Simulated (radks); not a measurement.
Results of a calculation; reference values are marked as such.
Problem. Valence configurations of neutral europium (all share [Xe]). Level of theory: Dirac Kohn-Sham, PBE, spin-unpolarised, spherical densities, finite nucleus; open shells fill j = l - 1/2 first; Fermi nuclear charge, rms radius 5.1115 fm (a radial shooting solver on a logarithmic mesh with Libxc functionals). Order these by energy: 4f6.5 5d0.5 6s2; 4f5.5 5d0.5 6s2 6p1; 4f7 6s2; 4f5 5d2 6s2; 4f5 6s1 6p3; 4f6 6s2 6p1; 4f6 5d1 6s2; 4f7 5d0.5 6s1.5; 4f6 6p3; 4f7 6s1 6p1.

Solution. From the lowest, in eV above it: 4f7 6s2 0.000; 4f6.5 5d0.5 6s2 0.811; 4f7 5d0.5 6s1.5 1.012; 4f7 6s1 6p1 2.344; 4f6 5d1 6s2 2.730; 4f6 6s2 6p1 4.575; 4f5.5 5d0.5 6s2 6p1 8.603; 4f6 6p3 10.991; 4f5 5d2 6s2 11.063; 4f5 6s1 6p3 22.416. NIST lists [Xe] 4f7 6s2 as the ground configuration; this level of theory agrees among the configurations tried. The energies are those of spherical spin-averaged densities, not of single terms.
